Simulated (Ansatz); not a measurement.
Geometry optimisation, RKS B3LYP-D4/def2-SVP in Ansatz.

Input:

```yaml
crystal:
  periodic: [false, false, false]
  atoms:
    - { symbol: O, position_ang: [-1.01767, 1.09426, 0.42373] }
    - { symbol: C, position_ang: [-0.92667, 0.96079, -0.7757] }
    - { symbol: S, position_ang: [0.14222, -0.18728, -1.45364] }
    - { symbol: Si, position_ang: [0.72249, -0.74909, 0.6075] }
    - { symbol: H, position_ang: [0.00784, -0.08124, -2.82298] }
    - { symbol: H, position_ang: [-0.47355, -1.29928, 1.21683] }
    - { symbol: H, position_ang: [1.69917, -1.79241, 0.3016] }
    - { symbol: H, position_ang: [1.35755, 0.42499, 1.17565] }
basis:
  gaussian: { orbitals: def2-SVP }
hamiltonian:
  xc: b3lyp
  dispersion: d4
relax:
  f_tol: 0.02
  max_steps: 50
output:
  orbitals: {}
```

Launched with:

```bash
$ ansatz run input.yaml --threads 2 --pin off --max-ram 3072MiB --backend cpu --events-out ev --progress --plain --runs-dir out
```

Q: Where does it end, and by what steps?

A: The forces met the threshold. The force dipped under the threshold on the way, but the program's further checks kept it going. After 48 steps the energy has fallen by 4.769 eV; C2 moved furthest, 1.56 Å. Parted: C2–S3.

```
step  energy less start (eV)  largest force component (eV/Å)  accepted
   0                  0.0000                           5.006       yes
   2                 -1.6652                           3.425       yes
   4                 -3.1519                           3.927       yes
   6                 -4.2171                           1.402       yes
   8                 -4.6734                           0.520       yes
  10                 -4.7258                           0.429       yes
  12                 -4.7314                           0.024       yes
  14                 -4.7324                           0.361       yes
  16                 -4.7350                           0.060       yes
  18                 -4.7352                           0.349        no
  20                 -4.7366                           0.019       yes
  22                 -4.7370                           0.040       yes
  24                 -4.7386                           0.144       yes
  26                 -4.7416                           0.430       yes
  28                 -4.7514                           0.572       yes
  30                 -4.7597                           0.195       yes
  32                 -4.7626                           0.352       yes
  34                 -4.7655                           0.110       yes
  36                 -4.7646                           0.659        no
  38                 -4.7643                           0.786        no
  40                 -4.7682                           0.122       yes
  42                 -4.7685                           0.074       yes
  44                 -4.7688                           0.246        no
  46                 -4.7692                           0.068       yes
  48                 -4.7693                           0.004       yes
```

```xyz
8
Properties=species:S:1:pos:R:3
O -1.541 1.540 0.654
C -2.046 1.934 -0.279
S 0.741 -0.015 -1.740
Si 0.975 -0.859 0.239
H 0.259 -1.150 -2.299
H -0.320 -1.357 0.782
H 1.957 -1.981 0.241
H 1.486 0.259 1.075
```

The run took 93 s on 2 threads of Arm Neoverse V1, with other jobs on the host, peak memory 0.17 GiB.
